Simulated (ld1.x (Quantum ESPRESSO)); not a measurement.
## How hard is this chromium (Cr) RRKJ potential?

ld1.x (Quantum ESPRESSO) 7.5 input, shortened:

```
&input
   title='Cr', zed=24., rel=2, dft='REVPBE', iswitch=3,
   config='[Ar] 3d4 4s2 4p0', rel_dist='average'
 /
 &inputp
   pseudotype=2, tm=.false., rho0=0.001, lloc=0,
   nlcc=.false.
 /
3
4P  2  1   0.00   0.00  2.60  2.60  0.0
3D  3  2   4.00   0.00  1.40  1.40  0.0
4S  1  0   2.00   0.00  2.60  2.60  0.0
 &test
   configts(1)='3d4 4s2 4p0'
 /
```

Open shells are filled in proportion to 2j + 1 (rel_dist='average').

The pseudo-atom Hamiltonian at the reference potential is diagonalised in spherical Bessel functions j_l(qr) that vanish at 20 bohr, with q² up to the cutoff. All-electron valence levels (Ry): 4p1/2 -0.1038, 4p3/2 -0.1013, 3d3/2 -0.4407, 3d5/2 -0.4341, 4s -0.3572.

How do the lowest levels (Ry) of each channel move with the cutoff, and are there ghosts?

```
cutoff (Ry)  p1/2 #1  p3/2 #1  d3/2 #1  d3/2 #2  d5/2 #1  d5/2 #2     s #1    f #1    f #2  Σ f·Δε (mRy)
          8  -0.1034  -0.1011   0.0469   0.1296   0.0469   0.1296  -0.3552  0.1047  0.2241        1938.7
         12  -0.1037  -0.1013   0.0469   0.1294   0.0468   0.1294  -0.3559  0.1047  0.2241        1937.2
         18  -0.1038  -0.1013   0.0466   0.1286   0.0466   0.1286  -0.3571  0.1047  0.2241        1933.9
         25  -0.1038  -0.1013   0.0460   0.1265   0.0460   0.1264  -0.3571  0.1047  0.2241        1931.4
         35  -0.1038  -0.1013   0.0401   0.1059   0.0401   0.1057  -0.3572  0.1047  0.2241        1907.6
         40  -0.1038  -0.1013  -0.0200   0.0614  -0.0195   0.0614  -0.3572  0.1047  0.2241        1668.4
         50  -0.1038  -0.1013  -0.2781   0.0517  -0.2739   0.0518  -0.3572  0.1047  0.2241         644.9
         60  -0.1038  -0.1013  -0.3905   0.0509  -0.3847   0.0510  -0.3572  0.1047  0.2241         199.1
         80  -0.1038  -0.1013  -0.4387   0.0507  -0.4322   0.0507  -0.3572  0.1047  0.2241           8.1
        100  -0.1038  -0.1013  -0.4405   0.0507  -0.4339   0.0507  -0.3572  0.1047  0.2241           0.9
        120  -0.1038  -0.1013  -0.4406   0.0507  -0.4341   0.0507  -0.3572  0.1047  0.2241           0.3
        400  -0.1038  -0.1013  -0.4407   0.0507  -0.4342   0.0507  -0.3572  0.1047  0.2241           0.0
```

Result: no extra level below or beside the all-electron valence levels (p1/2, p3/2, d3/2, d5/2, s, f tested); 10 mRy is reached at 80 Ry and 1 mRy at 100 Ry.

Its largest configuration-test error is -745 meV.
